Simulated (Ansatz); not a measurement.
Geometry optimisation, RKS PBE0-D4/def2-mTZVP (Ansatz).

Input:

```yaml
crystal:
  periodic: [false, false, false]
  atoms:
    - { symbol: Ge, position_ang: [-0.618945, -0.079469, -0.408336] }
    - { symbol: H, position_ang: [0.052359, 0.229805, 2.254551] }
    - { symbol: F, position_ang: [0.927837, -0.103644, 0.41398] }
    - { symbol: H, position_ang: [-0.571566, 1.168096, -1.310489] }
    - { symbol: H, position_ang: [-0.610747, -1.372757, -1.245792] }
    - { symbol: P, position_ang: [-2.353797, 0.077524, 1.069774] }
    - { symbol: H, position_ang: [-3.269163, -0.386716, 0.077975] }
    - { symbol: H, position_ang: [-2.147082, -1.22183, 1.606526] }
    - { symbol: H, position_ang: [-0.392097, 0.376891, 2.78841] }
basis:
  gaussian: { orbitals: def2-mTZVP }
hamiltonian:
  xc: pbe0
  dispersion: d4
relax:
  f_tol: 0.03
  max_steps: 50
output:
  orbitals: {}
```

Command:

```bash
$ ansatz run input.yaml --threads 2 --pin off --max-ram 3072MiB --backend cpu --events-out ev --progress --plain --runs-dir out
```

Problem. Where does it end, and by what steps?

Solution. It converged. The force dipped under the threshold on the way, but the program's further checks kept it going. After 12 steps the energy has fallen by 0.225 eV; H9 moved furthest, 0.96 Å.

```json
{"step": "0", "energy less start (eV)": "0.0000", "largest force component (eV/Å)": "1.223", "accepted": "yes"}
{"step": "1", "energy less start (eV)": "-0.1345", "largest force component (eV/Å)": "0.198", "accepted": "yes"}
{"step": "2", "energy less start (eV)": "-0.1863", "largest force component (eV/Å)": "0.113", "accepted": "yes"}
{"step": "3", "energy less start (eV)": "-0.1998", "largest force component (eV/Å)": "0.108", "accepted": "yes"}
{"step": "4", "energy less start (eV)": "-0.2150", "largest force component (eV/Å)": "0.171", "accepted": "yes"}
{"step": "5", "energy less start (eV)": "-0.2187", "largest force component (eV/Å)": "0.152", "accepted": "yes"}
{"step": "6", "energy less start (eV)": "-0.2206", "largest force component (eV/Å)": "0.057", "accepted": "yes"}
{"step": "7", "energy less start (eV)": "-0.2211", "largest force component (eV/Å)": "0.010", "accepted": "yes"}
{"step": "8", "energy less start (eV)": "-0.2219", "largest force component (eV/Å)": "0.027", "accepted": "yes"}
{"step": "9", "energy less start (eV)": "-0.2228", "largest force component (eV/Å)": "0.127", "accepted": "yes"}
{"step": "10", "energy less start (eV)": "-0.2234", "largest force component (eV/Å)": "0.073", "accepted": "yes"}
{"step": "11", "energy less start (eV)": "-0.2243", "largest force component (eV/Å)": "0.013", "accepted": "yes"}
{"step": "12", "energy less start (eV)": "-0.2248", "largest force component (eV/Å)": "0.028", "accepted": "yes"}
```

```xyz
9
Properties=species:S:1:pos:R:3
Ge -0.716 -0.128 -0.627
H 0.423 0.362 2.898
F 0.723 0.110 0.344
H -0.739 1.020 -1.651
H -0.523 -1.498 -1.300
P -2.495 0.039 0.844
H -3.439 -0.323 -0.164
H -2.357 -1.297 1.316
H 0.141 0.402 3.587
```

Whether the end is a true minimum wasn't checked by a vibrational analysis.

Run time: 29 s on 2 threads of Arm Neoverse V2, on a shared host, peak memory 0.19 GiB.
